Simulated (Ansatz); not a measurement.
# Relative stability

Two relaxed structures of NH₂Te, doublet (PBE0-D4/def2-TZVP; forces vanish, vibrations not checked).

A:

N1  (0.129, -1.051, 0.422)
Te2  (1.088, 0.544, -0.227)
H3  (-0.874, -1.089, 0.353)
H4  (0.583, -1.949, 0.393)
(Å)

B:

```
4
angstrom
N 0.2323 -1.1223 0.5041
Te 0.9596 0.2417 -0.6241
H 2.2385 0.9603 0.2283
H 0.0778 1.6589 -0.3199
```

Ansatz 0.2.0; basis: def2-TZVPP; cores frozen in the correlated methods; orbitals are unrestricted. Filled d shells of the heavier atoms are correlated. Core potentials replace the inner electrons of the atoms past krypton. The def2 sets are not built for correlating such inner shells, so the correlated values are less sure here. B3LYP uses VWN-RPA correlation.

(1) Which structure is lower at CCSD(T), and by how much? (Judge from chemistry; the value comes from the calculation.)

No T1 diagnostic of these runs exceeds 0.023. ⟨S²⟩ of the unrestricted Hartree–Fock references: 0.77 to 0.78 (a pure state has 0.75).

## Answers

(1) The calculation gives: A, by 4.031 eV (electronic energy, against the other). By their contacts, A is NH₂Te ([NH2][Te]) and B is NH₂Te ([N][TeH2]).

All methods give the same order:

| method | E(B) − E(A) (eV) |
| --- | --- |
| PBE-D4 | 3.878 |
| r2SCAN-D4 | 3.905 |
| PBE0-D4 | 4.094 |
| B3LYP-D4 | 4.047 |
| wB97M-V | 4.321 |
| HF | 4.186 |
| MP2 | 4.384 |
| CCSD | 4.130 |
| CCSD(T) | 4.031 |

Labels in which every atom is bracketed show which atoms are joined, not bond orders.

For scale, one of the runs: CCSD(T)/def2-TZVPP, 109 basis functions, launched by `ansatz run in.yaml --threads 2 --pin off --events-out ev --progress --plain --max-ram 4352MiB`. The run took 39 s on 2 CPU threads of an Intel Xeon Platinum 8259CL (shared host), with 1.1 GiB of host memory at its peak.
